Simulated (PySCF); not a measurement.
## Telling isomers of C$_{8}$H$_{16}$O apart by NMR

Level of theory: geometry: GFN2-xTB, shieldings: GIAO PBE0/pcSseg-1, in PySCF 2.14.0 with density-fitted response routines (averaged over atoms made equivalent by symmetry, fast rotation or ring inversion, non-relativistic Hamiltonian, one conformer, isolated molecule).

Scale: ¹H (σref 31.72), ¹³C (σref 186.93) against TMS (reference shieldings calculated alike). Where no couplings were computed, multiplicities follow the n + 1 count of equivalent neighbours, and m marks all less simple cases (inequivalent or close neighbours, rings, F or P nearby). Shifts are as computed. Against solution values, carbons near 30 ppm lie about +3 ppm off and those near 130 ppm about +5 ppm. Of 1211 compounds with measured shifts, 218 miss one by over three times the rms of a fit or turn the order of signals round; such compounds aren't used in these exercises.

(1) Tabulate the signals of `C=CCCOC(C)(C)C`, `CO[C@H]1CC[C@H](C)CC1` and their relative energies.

(2) What is the quickest way to tell C=CCCOC(C)(C)C from CO[C@H]1CC[C@H](C)CC1?

Results:

(1) 
| SMILES | carbon types | δC | δH | E rel. (kcal/mol) |
| --- | --- | --- | --- | --- |
| C=CCCOC(C)(C)C | 1×C 1×CH 3×CH2 3×CH3 | 148.4, 120.1, 74.7, 67.0, 41.7, 29.4 | 6.67 (m, 1H), 5.32 (m, 1H), 5.26 (m, 1H), 3.59 (t, 2H), 2.32 (m, 2H), 1.24 (s, 9H) | 21.4 |
| CO[C@H]1CC[C@H](C)CC1 | 2×CH 4×CH2 2×CH3 | 84.4, 58.0, 36.8, 36.4, 35.3, 24.7 | 3.54 (s, 3H), 2.88 (m, 1H), 2.12 (m, 2H), 1.70 (m, 2H), 1.14 (m, 2H), 1.12 (m, 1H), 0.95 (d, 3H), 0.84 (m, 2H) | 0.0 |

Energies are electronic energies at PBE0/pcSseg-1 on these geometries, without zero-point or thermal terms, each for the one conformer computed, which needn't be the lowest.

(2) Both give the same number of carbon signals, but DEPT or the intensities differ. The first has an alkene CH at 148.4 ppm, the second an sp3 CH bonded to O at 84.4 ppm. In the proton spectra the most deshielded non-exchanging signals are 6.67 (m, 1H) and 3.54 (s, 3H).
